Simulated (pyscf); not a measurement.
`[Cl][GeH3]` + `[GeH2]` [singlet] -> `[Cl][GeH2][GeH3]` (insertion; singlet surface; Cl–Ge broken, Ge–Ge, Cl–Ge formed). Structures and frequencies: ωB97X-D3(BJ)/def2-SVP in PySCF. MP2 and CC: frozen core, UHF for open shells. ΔMP2 is the change of the MP2 total energy from the triple- to the quadruple-zeta basis. Energies in kJ/mol from the separated reactants.

```
level                             barrier  reaction energy
--------------------------------  -------  ---------------
PBE/def2-TZVP                       -27.0           -197.4
B3LYP-D3(BJ)/def2-TZVP               -7.6           -189.4
ωB97M-D3(BJ)/def2-TZVP                3.7           -185.5
HF/def2-TZVP                            …           -165.3
MP2/def2-QZVPP                      -12.9           -219.2
CCSD/def2-TZVPP                      10.9           -199.1
CCSD(T)/def2-TZVPP + ΔMP2(QZVPP)        …                …
```

### Question
What belongs in the gaps?

### Answer

- HF/def2-TZVP, barrier: 60.4
- CCSD(T)/def2-TZVPP + ΔMP2(QZVPP), barrier: -2.4
- CCSD(T)/def2-TZVPP + ΔMP2(QZVPP), reaction energy: -203.3

On the reactant side the descent ends in an adduct with a Cl–Ge contact, 53.7 kJ/mol under the separated species and 30.7 kJ/mol under the saddle at ωB97X-D3(BJ)/def2-TZVP. At PBE, B3LYP-D3(BJ), MP2, CCSD(T) the saddle lies under the separated reactants, which points to a path from their complex (located at ωB97X-D3(BJ) alone). What is counted as formed (Cl–Ge) is already present as a longer contact in the reactant adduct; forming that adduct is a step of its own. At ωB97X-D3(BJ) the barrier from the zero used here is -22.9 kJ/mol. One saddle was located; it need not be the lowest between these sides. The CCSD(T) − MP2 part came from Ansatz, without density fitting, on the same reference. The frozen core leaves the outer d or s,p core shells of the metals and heavy elements correlated in the MP2 and CC values, and def2-TZVPP describes them poorly, which can shift differences by a few kcal/mol. Elements up to Kr have no core potential and no relativistic terms here.
